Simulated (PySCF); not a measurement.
Structure with atom numbers: `[CH3:1][C@@H:2]1[CH2:3][C@H:4]1[C:5]([F:6])([F:7])[F:8]`. Hydrogens are named by the atom that carries them. Ha(C3) is cis to C1 on the ring; Hb(C3) is trans to C1 on the ring.

All values are calculated (PySCF): shieldings: GIAO PBE0/pcSseg-1, GFN2-xTB geometry. In vacuum, a single conformation, equivalent nuclei averaged, relativity neglected.

δ = σ(ref) − σ, references computed at the same level: ¹³C vs TMS.

Do the ¹³C shifts follow the atomic charges (in e)? Tabulate both.

Answers


```tsv
atoms	hybridisation	δ (ppm)	σ para (ppm)	Hirshfeld	IAO	Mulliken	ESP-fitted
C5	sp3	136.1	-190	+0.26	+0.81	+0.87	+0.56
C4	sp3	23.9	-92	-0.07	-0.20	-0.35	-0.26
C1	sp3	19.7	-78	-0.11	-0.42	-0.18	-0.54
C2	sp3	14.0	-79	-0.03	-0.11	-0.31	+0.17
C3	sp3	12.5	-78	-0.09	-0.29	-0.12	-0.46
```

Correlation coefficients of δ with charge over these carbons: Hirshfeld +0.97, IAO +0.97, Mulliken +0.97, ESP-fitted +0.79; with the paramagnetic shielding -1.00. With so few points these coefficients are fragile. Charge is one influence among several: hybridisation and low-lying excitations act through the paramagnetic term.

Shifts are as computed. Against solution values, carbons near 30 ppm lie about +3 ppm off and those near 130 ppm about +5 ppm. Of 1211 compounds with measured shifts, 218 miss one by over three times the rms of a fit or turn the order of signals round; such compounds aren't used in these exercises.
